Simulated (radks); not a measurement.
Task: Excited configurations of Cl I: one electron is placed in a higher orbital outside [Ne] 3s2 3p4. The ground configuration is [Ne] 3s2 3p5. Method: non-relativistic Kohn-Sham, PBEsol, spin-polarised, spherical densities, point nucleus; open shells are filled with parallel spins first; computed with a radial shooting solver on a logarithmic mesh with Libxc functionals. Excitation = E - E(ground); binding = E(ion) - E, where the ion is the core of charge +1; n* = 1/sqrt(2 binding) in atomic units, and the quantum defect is n - n*.

| outer orbital | excitation (eV) | binding (eV) | n* | quantum defect | eigenvalue (eV) | <r> (bohr) |
|---|---|---|---|---|---|---|
| 4d | 11.643 | 1.396 | 3.122 | 0.878 | -0.736 | 12.82 |
| 5s | 11.157 | 1.882 | 2.689 | 2.311 | -1.159 | 11.71 |
| 5f | 12.387 | 0.652 | 4.568 | 0.432 | -0.390 | 28.88 |

Estimate the row for 6p.

Result: excitation (eV) 12.149; binding (eV) 0.890; n* 3.911; quantum defect 2.089; eigenvalue (eV) -0.570; <r> (bohr) 24.58. The Delta-SCF ionisation energy is 13.039 eV (NIST Atomic Spectra Database: 12.968 eV, measured). Self-interaction in the functional shifts the binding energies and quantum defects, so they are the method's values and not measured ones. Open shells are spherical and high-spin; term and fine-structure splittings are not resolved.
